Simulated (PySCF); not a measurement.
C₄H₉FNSi₂ (doublet state).
Geometry (GFN2-xTB, Å), atoms numbered from 1 in this order:
```xyz
17
C4H9FNSi2 angstrom
C      3.249   -0.050    0.048
Si     1.663   -0.934    0.344
C      0.264    0.393    0.261
C     -1.121   -0.197    0.484
F     -1.139   -0.893    1.701
Si    -2.506    1.163    0.621
C     -1.476   -1.102   -0.573
N     -1.802   -1.772   -1.443
H      3.590    0.761    0.667
H      3.925   -0.324   -0.741
H      1.401   -1.931   -0.695
H      1.596   -1.521    1.687
H      0.268    0.889   -0.709
H      0.442    1.158    1.019
H     -2.093    2.003    1.742
H     -2.495    1.884   -0.649
H     -3.772    0.486    0.875
```

The hyperfine couplings belong to this conformer and change with its torsions.

Identity: `[CH2][SiH2]C[C@@](F)([SiH3])C#N` [radical].

Theory: UKS B3LYP, pcH-1 on C F H N Si, non-relativistic, mean-field spin-orbit, GIAO in PySCF 2.14.0. One conformer (not necessarily the lowest) at the GFN2-xTB geometry, without solvent, vibrations or thermal averaging. Couplings are sensitive to structure, and on GFN2-xTB geometries they can be far from those on DFT ones. No stability test was run, so a lower SCF solution isn't excluded.

(1) Predict the first-order ENDOR lines of H12, H9/H10, H14, H13 and H11 under fast tumbling at B = 334.8 mT (X band).

(2) Which pairs are centred on the nuclear Larmor frequency, and which on half the coupling?

Answers

(1) For S = 1/2 in fast tumbling each set of equivalent nuclei gives two lines, ν± = |νn ± a/2| to first order, with νn = g_N μN B/h and μN/h = 7.62259 MHz/T.

```
nuclei  isotope     g_N  νn (MHz)  a_iso (MHz)  lower line (MHz)  upper line (MHz)
   H12       1H  5.5857     14.25        70.47             20.98             49.49
H9/H10       1H  5.5857     14.25       -58.22             14.86             43.37
   H14       1H  5.5857     14.25        -2.11             13.20             15.31
   H13       1H  5.5857     14.25        -1.97             13.27             15.24
   H11       1H  5.5857     14.25        -1.86             13.32             15.19
```

(2) Centred on νn, since |a| < 2νn: H14, H13 and H11. Centred on |a|/2 and split by 2νn: H12 and H9/H10.

Class means assume fast exchange of nuclei equivalent by connectivity; if that motion is slow, each nucleus keeps its own coupling.

The largest Mulliken spin population is on C1 (+1.05). The angles at C1 add up to 360.0°, so it is planar; its axial dipolar tensor and the negative couplings of its protons fit spin in a p orbital normal to that plane.
